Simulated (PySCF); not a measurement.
# Spinor energies of Sn³⁸⁺ (tin, charge +38)

Start: [Ne] 3s2. Calculated with PySCF 2.14 in an even-tempered Gaussian basis (18 s from 2.6 bohr⁻², ratio 2.6; 14 p from 3.4 bohr⁻², ratio 2.6; 6 d from 3.5 bohr⁻², ratio 2.8; 4 f from 50 bohr⁻², ratio 2.8): generalised Hartree-Fock with the X2C-1e Hamiltonian and a Gaussian nucleus; spin-orbit coupling (SO) screened by Boettger's factors.

```csv
spinor shell,electrons,"ε, screened SO (eV)",weight of nominal j (screened SO),"rms radius, screened SO (bohr)"
1s1/2,2,-31700.7,1.000,0.0332
2s1/2,2,-6737.9,1.000,0.133
2p1/2,2,-6452.7,1.000,0.115
3s1/2,2,-2680.3,1.000,0.319
```

(1) Where does 2p3/2 lie, and what is the 2p spin-orbit splitting (screened SO)?

```
   quantity  screened SO
E (hartree)  -4914.40237
        M_J            0
       ⟨J²⟩        0.000
       ⟨L²⟩        0.006
       ⟨S²⟩        0.006
```

Breit and QED terms are absent; they matter most for the inner s and p1/2 levels.

Densities and radii are taken from the X2C orbitals without a picture-change correction, which distorts them close to the nucleus.

## Answers

(1) At -6211.7 eV, 241.02 eV above 2p1/2.
